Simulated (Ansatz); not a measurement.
Species: C₂H₄F₂, SMILES `FCCF` (F–C–C–F torsion 180°) (charge 0, multiplicity 1), formula C2H4F2.

**Question.** How many basis functions does frozen-core CCSD(T)/cc-pVQZ // r2SCAN-D4/def2-TZVP (Ansatz, a quantum-chemistry and plane-wave program) use, how many core orbitals are frozen, and how many electrons are correlated?

**Answer.** 340 basis functions and 4 frozen orbitals, which leaves 26 correlated electrons. Core time is of the order of minutes.
